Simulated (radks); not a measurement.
Trend from B3+ to Ne3+: ionisation energy by Delta-SCF between NIST ground configurations, and size. Calculated with a radial shooting solver on a logarithmic mesh with Libxc functionals: Dirac Kohn-Sham, PBE, spin-unpolarised, spherical densities, finite nucleus; open shells are shared between the two j in proportion to 2j + 1; Fermi nuclear charge, rms radius of each element as measured or else 0.836 A^(1/3) + 0.57 fm.

\begin{tabular}{lrrrrrrr}
species & configuration & IE (eV) & NIST (eV) & kind & -e(HOMO) (eV) & outermost & <r> outermost (bohr) \\ \hline
B3+ & [He] & 265.52 & 259.37 & theory & 231.38 (1s1/2) & 1s1/2 & 0.326 \\
C3+ & [He] 2s1 & 63.884 & 64.494 & exp. & 56.105 (2s1/2) & 2s1/2 & 1.28 \\
N3+ & [He] 2s2 & 77.819 & 77.474 & exp. & 68.124 (2s1/2) & 2s1/2 & 1.10 \\
O3+ & [He] 2s2 2p1 & 76.904 & 77.414 & exp. & 64.935 (2p3/2) & 2s1/2 & 0.977 \\
F3+ & [He] 2s2 2p2 & 85.802 & 87.18 & semi-emp. & 72.724 (2p3/2) & 2s1/2 & 0.877 \\
Ne3+ & [He] 2s2 2p3 & 94.629 & 97.190 & semi-emp. & 80.494 (2p3/2) & 2s1/2 & 0.795 \\
\end{tabular}

Reference values: NIST Atomic Spectra Database (exp. = measured, semi-emp. = semi-empirical, theory = theoretical value adopted there). Spin polarisation and multiplet splitting are left out, so open shells lie too high by an amount that depends on their filling.

Beside tabulated values, note that spin-unpolarised runs miss the spin-polarisation part of the exchange energy of open shells.
